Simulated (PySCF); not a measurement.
Species: C6H5OS (charge -1).
SMILES: `C=Cc1csc([O-])c1`

The closed-shell SCF was solved with PySCF and density fitting under several settings on one GFN2-xTB geometry (grid level 2 and gas phase unless stated).

| settings | basis functions | SCF cycles | E (Eh) | HOMO (eV) | LUMO (eV) |
| --- | --- | --- | --- | --- | --- |
| PBE0/pcSseg-1 | 168 | 16 | -704.5338 | -0.36 | 3.45 |
| BP86/pcSseg-1, grid level 1, energy threshold 1e-11 Eh | 168 | 18 | -705.0887 | 0.47 | 2.59 |
| mPW1PW91/3-21G, damping 0.1 at the start, DIIS from the seventh cycle | 86 | 24 | -701.3290 | 0.19 | 4.01 |
| revPBE/aug-pcSseg-1, fitting basis def2-qzvpp-jkfit | 260 | 15 | -704.9049 | 0.36 | 2.05 |
| wB97X/3-21G | 86 | 15 | -701.2876 | -1.78 | 6.05 |
| WP04/pcSseg-1 | 168 | 17 | -716.0307 | -1.48 | 1.46 |

Estimate the row for these settings: B3LYP/MINI, energy threshold 1e-08 Eh.

| settings | basis functions | SCF cycles | E (Eh) | HOMO (eV) | LUMO (eV) |
| --- | --- | --- | --- | --- | --- |
| B3LYP/MINI, energy threshold 1e-08 Eh | 49 | 11 | -700.6836 | -0.95 | 2.20 |

Over all rows, what range does the HOMO–LUMO gap span?

From 1.69 eV (revPBE/aug-pcSseg-1, fitting basis def2-qzvpp-jkfit) to 7.83 eV (wB97X/3-21G). The functional of the narrowest has no exact exchange, that of the widest range-separated exact exchange.

Cycle counts include a coarse-grid stage where the run had one. WP04 was designed for NMR shieldings or shifts; total energies of different functionals aren't comparable. The HOMO energy is positive at BP86/pcSseg-1, mPW1PW91/3-21G and revPBE/aug-pcSseg-1; such an orbital is held in place by the finite basis.

The values belong to the conformer `[CH2:1]=[CH:2][c:3]1[cH:4][s:5][c:6]([O-:7])[cH:8]1`: C1–C2–C3–C4 180°.
